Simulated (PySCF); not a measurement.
Cu (copper, neutral) across methods

[Ar] 3d9 4s2, 2D determinant (an excited configuration). Calculation: PySCF 2.14, in aug-cc-pwCVTZ-PP with ECP10MDF; a scalar-relativistic core potential.

| method | E (hartree) | mean ε 3d β (eV) | mean ε 4s α (eV) | mean ε 4s β (eV) | Σ⟨r²⟩ (bohr²) | ⟨S²⟩ |
| --- | --- | --- | --- | --- | --- | --- |
| PBE | -197.2466 | -9.080 | -5.880 | -5.699 | 33.79 | 0.751 |
| PBE0 | -197.1908 | -11.637 | -6.595 | -6.409 | 33.83 | 0.751 |
| UHF | -196.18576 | -18.767 | -8.021 | -7.785 | 35.27 | 0.752 |
| BLYP | -197.2338 | -9.012 | -5.845 | -5.684 | 33.80 | 0.751 |
| LDA | -196.8813 | -9.214 | -6.130 | -5.954 | 33.44 | 0.751 |
| HSE06 | -197.1881 | -11.208 | -6.274 | -6.090 | 33.70 | 0.751 |
| MN15 | -197.5309 | -13.620 | -7.269 | -7.137 | 34.52 | 0.753 |
| r2SCAN | -197.1466 | -9.234 | -6.148 | -5.962 | 33.48 | 0.752 |

Energies and moments cover only the electrons outside the core potential.
